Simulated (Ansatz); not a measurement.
Born–Oppenheimer molecular dynamics of BFH6OSi (10 atoms, charge 0, multiplicity 1). It starts at the highest image of a converged band. Of that band: Neighbouring images differ by up to 1.9 eV, so the band resolves the path poorly. A vibrational analysis at the climbing image gives one clearly imaginary mode, 1362i cm⁻¹: a first-order saddle point.

These are results of RKS PBE0/6-31G* in Ansatz, not measurements.

```yaml
ensemble: NVE (velocity Verlet)
time_step: 0.5 fs
steps_asked: 143
starting_velocities_drawn_for: 100 K
seed: 8407
```

First frame:

```xyz
10
Properties=species:S:1:pos:R:3
B 0.146 0.210 0.271
O -0.208 -0.514 1.628
H -1.124 -0.831 1.579
F 1.423 -0.042 -0.078
H -0.729 0.101 -0.548
Si 0.091 2.390 0.807
H 1.116 2.918 1.754
H 0.449 2.837 -0.568
H -1.230 2.997 1.152
H -0.207 0.690 1.611
```

(1) How far do the bonds stretch over the last three quarters of this one trajectory? (Pairs bonded in most of those frames.)

Results:

(1) 
```csv
bond,mean (Å),spread (Å),shortest,longest
B1–F4,1.349,0.041,1.29,1.41
B1–H5,1.208,0.007,1.20,1.23
B1–Si6,2.039,0.065,1.94,2.14
O2–H3,0.969,0.006,0.95,0.98
O2–H10,0.978,0.012,0.96,1.00
Si6–H7,1.497,0.007,1.48,1.51
Si6–H8,1.499,0.021,1.46,1.53
Si6–H9,1.496,0.013,1.47,1.52
```

Pairs bonded in part of these frames only: B1–O2 18 %.

Mean temperature of the second half: 529 K. The conserved energy stayed within 0.049 meV per atom of its start (net change -0.0028 meV per atom), so the integration is sound. The kinetic energy rose, since the run started high on the potential surface and went downhill. It ends in pieces (BFH4Si + H2O), so much of that is their flight and rotation, not heat. A run of 0.071 ps of so small a system gives no equilibrium averages. The orbitals stay closed-shell, which can raise the energy where a bond breaks towards radicals; this wasn't checked here.

The run took 9.9 min on 1 thread of Intel(R) Xeon(R) Platinum 8488C (Sapphire Rapids), on a shared host, peak memory 0.16 GiB.
